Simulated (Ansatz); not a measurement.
A nudged elastic band was laid between two geometries of BrH₂OSi (5 atoms, charge 0, multiplicity 2).

Theory: Ansatz, UKS BLYP/def2-SVP.

```yaml
movable_images: 8
climbing_image: no
spring: 5.0 eV/Å²
optimiser: quadratic models (default)
start_path: through a guess of the saddle point
force_threshold: 0.05 eV/Å
iteration_limit: 60
end_points: relaxed
```

Initial state:

```xyz
5
Properties=species:S:1:pos:R:3
O -1.222 0.053 -0.128
Si 0.406 0.486 -0.163
Br 1.788 -1.337 -0.028
H -1.515 -0.578 -0.815
H 0.593 1.303 1.092
```

Final state:

```xyz
5
Properties=species:S:1:pos:R:3
O -1.117 0.231 -0.461
Si 0.159 0.055 0.625
Br 1.858 -1.225 -0.227
H -1.535 -0.593 -0.777
H 0.685 1.458 0.798
```

Problem. Which bonds break or form, and what moves?

Solution. No bond is made or broken. The height of Si2 over the plane of its neighbours goes from 0.63 to -0.63 Å. The two ends are copies of one structure, up to a mirror image or an exchange of like atoms.

Problem. What energy profile does the band end with?

Solution. The forces met the threshold. The highest image is number 5 of 0 to 9, 19.9 kcal/mol above the ends, which have the same energy within 2 meV. No image climbed, so the highest image needn't sit at the top of the path.

```json
{"image": "0", "path coordinate (Å)": "0.00", "energy (kcal/mol)": "0.0", "height of Si2 over the plane of its neighbours (Å)": "0.63"}
{"image": "1", "path coordinate (Å)": "0.27", "energy (kcal/mol)": "0.6", "height of Si2 over the plane of its neighbours (Å)": "0.63"}
{"image": "2", "path coordinate (Å)": "0.53", "energy (kcal/mol)": "2.0", "height of Si2 over the plane of its neighbours (Å)": "0.61"}
{"image": "3", "path coordinate (Å)": "0.80", "energy (kcal/mol)": "3.1", "height of Si2 over the plane of its neighbours (Å)": "0.56"}
{"image": "4", "path coordinate (Å)": "1.07", "energy (kcal/mol)": "6.8", "height of Si2 over the plane of its neighbours (Å)": "0.39"}
{"image": "5", "path coordinate (Å)": "1.33", "energy (kcal/mol)": "19.9", "height of Si2 over the plane of its neighbours (Å)": "0.09"}
{"image": "6", "path coordinate (Å)": "1.60", "energy (kcal/mol)": "15.2", "height of Si2 over the plane of its neighbours (Å)": "-0.21"}
{"image": "7", "path coordinate (Å)": "1.87", "energy (kcal/mol)": "3.7", "height of Si2 over the plane of its neighbours (Å)": "-0.48"}
{"image": "8", "path coordinate (Å)": "2.14", "energy (kcal/mol)": "0.6", "height of Si2 over the plane of its neighbours (Å)": "-0.61"}
{"image": "9", "path coordinate (Å)": "2.40", "energy (kcal/mol)": "0.0", "height of Si2 over the plane of its neighbours (Å)": "-0.63"}
```

Problem. What is the geometry of the highest image?

Solution. 
```xyz
5
Properties=species:S:1:pos:R:3
O -1.086 0.129 -0.703
Si 0.378 0.288 0.096
Br 1.952 -1.299 -0.137
H -1.740 -0.537 -0.420
H 0.546 1.345 1.122
```

The run took 3.9 min on 1 CPU thread of a shared host.
